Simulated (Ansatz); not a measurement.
CH3ClOSe, singlet, at a GFN2-xTB geometry; R2SCAN/def2-TZVPD (Ansatz, a first-principles code).

Ansatz was given this input:
Ansatz 0.2 input:
```yaml
crystal:
  periodic: [false, false, false]
  atoms:
    - {symbol: Se, position_ang: [-0.09291422, -0.31324668, 0.67418232]}
    - {symbol: Cl, position_ang: [-1.12145502, 1.33268175, -0.24025576]}
    - {symbol: O, position_ang: [1.36679854, -0.36982796, -0.37155119]}
    - {symbol: C, position_ang: [1.25561407, -0.95690860, -1.65036829]}
    - {symbol: H, position_ang: [0.53327788, -0.42331060, -2.27393858]}
    - {symbol: H, position_ang: [2.24677955, -0.87019886, -2.09650703]}
    - {symbol: H, position_ang: [0.97568835, -2.01161786, -1.59278621]}
basis:
  gaussian:
    orbitals: def2-TZVPD
hamiltonian:
  xc: r2scan
```

Output, abridged:

```
Functional definition: r2SCAN
1214 factors; their error is unknown
mean field evaluation 1: about -80996.8327 eV, gradient 5.8e1 eV
mean field evaluation 2: about -80925.2536 eV, gradient 1.7e2 eV
mean field evaluation 4: about -81003.3484 eV, gradient 1.1e1 eV
mean field evaluation 8: about -81003.6197 eV, gradient 1.3e-1 eV
mean field evaluation 16: about -81003.5862 eV, gradient 1.4e-3 eV
mean field -81003.58617557 eV, -2976.8268857494 hartree, gradient 1.8e-5 eV, S^2 0.000000; 0 other end points of the search recorded, 0 dependent functions left out
reference -81003.58619811 eV, -2976.8268865776 hartree; 34, 34 occupied and 173, 173 virtual orbitals, 1214 factors
Total energy: -81003.58619811 eV, -2976.8268865776 hartree
```
